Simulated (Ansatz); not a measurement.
Consider the formal exchange of groups at a C–Se bond: `N=C[SeH]` + `CC[SiH3]` → `CC([SiH3])C=N` + H₂Se.

Program: Ansatz. Geometries: PBE0-D4/def2-TZVP. ΔE: electronic, gas phase. CCSD(T)/CBS is the MP2 limit (def2-TZVPP, def2-QZVPP) plus CCSD(T) − MP2 in def2-TZVPP, frozen cores. Functionals use def2-TZVPP. B3LYP here is the variant with VWN-RPA as its local correlation; programs differ in this. For Se outer-core shells are correlated without core-valence functions, which leaves a few kJ/mol of doubt a bond. Scalar relativity is left out up to krypton. One conformer a species, not always the lowest.

```
             level  ΔE (kJ/mol)  difference from CCSD(T)/CBS
          B3LYP-D4         -3.0                          6.8
           ωB97X-V         -8.8                          1.0
           ωB97M-V         -9.0                          0.8
               PBE          4.3                         14.1
              PBE0         -1.9                          7.9
             B3LYP          2.6                         12.4
     HF/def2-TZVPP         -9.1                          0.7
SCS-MP2/def2-TZVPP         -6.8                          3.0
     HF/def2-QZVPP         -9.1                          0.7
     MP2/CBS(def2)         -7.8                          2.0
       CCSD(T)/CBS         -9.8                            0
```

Largest T1 diagnostic among the species: 0.012.

The D4 term adds −5.6 kJ/mol with B3LYP and −3.5 kJ/mol with PBE0; it sums over pairs of atoms, weighted by their polarisabilities, and B3LYP, whose exchange is more repulsive, gets the larger term. From PBE to PBE0 (25 % exact exchange), in def2-TZVPP and without D4, ΔE moves by −6.2 kJ/mol.
